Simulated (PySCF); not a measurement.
Consider GaCl2(vinyl), `C=[CH][Ga]([Cl])[Cl]` (C2H3Cl2Ga). Optimised structure (Å), atoms numbered from 1:
```
Ga    1.0536    0.9113    0.1709
Cl    3.1946    1.1147    0.0161
Cl   -0.0154    2.6712    0.8404
C     0.0824   -0.7168   -0.2478
C    -1.2580   -0.7693   -0.1152
H     0.6427   -1.6004   -0.6009
H    -1.8453    0.0977    0.2337
H    -1.8294   -1.6854   -0.3507
```

These are calculated values, ωB97X-D3(BJ)/ma-def2-SVP in PySCF (grid level 2) at geometries from PBE-D3(BJ)/def2-SVP. The prefix ma- adds one diffuse s and one diffuse p function on all atoms but H. Zero-point and thermal terms (298.15 K, 1 bar) come from unscaled GFN2-xTB harmonic frequencies, with soft modes damped to free rotors in the entropy. These were taken at the GFN2-xTB minima.

What are the vertical and the adiabatic ionisation energy for forming the radical cation?

11.05 eV vertical and 10.29 eV adiabatic, the latter with zero-point energy.

Where does the unpaired spin of the relaxed radical cation sit?

C4 (carbon) 0.50, C5 (carbon) 0.28, Cl3 (chlorine) 0.14 (intrinsic atomic orbital populations).

How far is −ε(HOMO) from the vertical value by ΔSCF?

−ε(HOMO) = 11.22 eV, which is 0.17 eV above the ΔSCF value.

Known limits: ma-def2-SVP is a small basis, whose errors can reach tens of kJ/mol; spin-orbit coupling is left out of the energies, which matters for open shells on the heavier atoms; atoms from Ga to Kr are treated without relativity.
